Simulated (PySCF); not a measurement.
Compound: 6-chloro-2-hydroxypyridine, C5H4ClNO.
Atom-mapped SMILES: `[OH:1][c:2]1[cH:3][cH:4][cH:5][c:6]([Cl:7])[n:8]1` (hydrogens: H9 on O1; H10 on C3; H11 on C4; H12 on C5)

Theory: PBE0-D3(BJ)/def2-TZVP geometry optimisation, gas phase (PySCF 2.14.0).

(1) What internal coordinates does the optimisation give?

Results:

(1) 
```json
{"bond": "O1–C2", "length (Å)": "1.339", "order": "single"}
{"bond": "C2–C3", "length (Å)": "1.393", "order": "aromatic"}
{"bond": "C3–C4", "length (Å)": "1.380", "order": "aromatic"}
{"bond": "C4–C5", "length (Å)": "1.389", "order": "aromatic"}
{"bond": "C5–C6", "length (Å)": "1.383", "order": "aromatic"}
{"bond": "C6–Cl7", "length (Å)": "1.729", "order": "single"}
{"bond": "C6–N8", "length (Å)": "1.317", "order": "aromatic"}
{"bond": "C2–N8", "length (Å)": "1.322", "order": "aromatic"}
{"bond": "O1–H9", "length (Å)": "0.966", "order": "single"}
{"bond": "C3–H10", "length (Å)": "1.081", "order": "single"}
{"bond": "C4–H11", "length (Å)": "1.084", "order": "single"}
{"bond": "C5–H12", "length (Å)": "1.080", "order": "single"}
```

Orders are formal, as drawn. A selection of angles:
```json
{"angle": "O1–C2–C3", "degrees": "119.2"}
{"angle": "O1–C2–N8", "degrees": "117.2"}
{"angle": "C3–C2–N8", "degrees": "123.6"}
{"angle": "C2–C3–C4", "degrees": "117.1"}
{"angle": "C3–C4–C5", "degrees": "120.3"}
{"angle": "C4–C5–C6", "degrees": "116.7"}
{"angle": "C5–C6–Cl7", "degrees": "119.2"}
{"angle": "C5–C6–N8", "degrees": "124.5"}
{"angle": "Cl7–C6–N8", "degrees": "116.4"}
{"angle": "C2–N8–C6", "degrees": "117.8"}
{"angle": "H9–O1–C2", "degrees": "106.7"}
```

Dihedral angles: H9–O1–C2–C3 180° (antiperiplanar).

The 8 heavy atoms lie in one plane (0.001 Å rms). O1 (phenol-type oxygen) is bent (angle 106.7°). The 6-membered ring C2–C3–C4–C5–C6–N8 has internal angles of 116.7° to 124.5°; it is planar, 0.00 Å rms from its mean plane, widest ring torsion 0°.

Point group: Cs (tolerance 0.08 Å). No PBE0-D3(BJ)/def2-TZVP frequencies stand behind this structure, so it isn't proved a minimum. One conformer, not necessarily the lowest (H–O1–C2–C3 180°).

Time: 6.8 min wall; peak memory 1.6 GiB. Hardware: an Intel Xeon Platinum 8259CL at 2.50 GHz with one thread, no GPU, shared host with 96 logical CPUs at a one-minute load of 50. That covers the optimisation of the geometry.
